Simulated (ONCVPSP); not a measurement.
# Configuration tests for In (ONCV)

ONCVPSP 4.0.1 input, shortened (lines: element, Z, core and valence counts, functional; n l f; lmax; l rc ep ncon nbas qcut; lloc lpopt rc5 dvloc0; l nproj debl; icmod fcfact rcfact), PBEsol, scalar-relativistic:

```
  In 49.00    6    4  -116133      upf
    1    0    2.00
    2    0    2.00
    2    1    6.00
    3    0    2.00
    3    1    6.00
    3    2   10.00
    4    0    2.00
    4    1    6.00
    4    2   10.00
    5    0    2.00
    2
    0    1.55    0.00    3    6   10.00
    1    1.40    0.00    3    6    9.30
    2    1.65    0.00    3    8    8.30
    4    5    1.10    0.00
    0    2    0.90
    1    1    2.00
    2    2    1.20
    1    0.50    0.00
```

Energies are relative to the spin-unpolarised reference configuration 4s2 4p6 4d10 5s2; without spin polarisation the order of configurations can differ from experiment.

```tsv
valence configuration	charge	ΔE all-electron (eV)	error AE − PS (meV)
4s2 4p6 4d10 5s1	+2	19.279	-4.4
4s2 4p6 4d10 5s0	+3	47.545	-15
4s2 4p6 4d9 5s2 5p2	0	12.898	+386
```

Task: What are ΔE and the potential's error for 4s2 4p6 4d10 5s2 5p1?

Result: ΔE = -5.361 eV all-electron; the error (AE − PS) is +113 meV.

Levels in the configuration 4s2 4p6 4d9 5s2 5p2:

```json
{"level": "4s", "all-electron (eV)": "-126.154", "pseudo (eV)": "-125.734"}
{"level": "4p", "all-electron (eV)": "-84.423", "pseudo (eV)": "-84.060"}
{"level": "4d", "all-electron (eV)": "-24.146", "pseudo (eV)": "-23.821"}
{"level": "5s", "all-electron (eV)": "-10.310", "pseudo (eV)": "-10.160"}
{"level": "5p", "all-electron (eV)": "-3.692", "pseudo (eV)": "-3.761"}
```
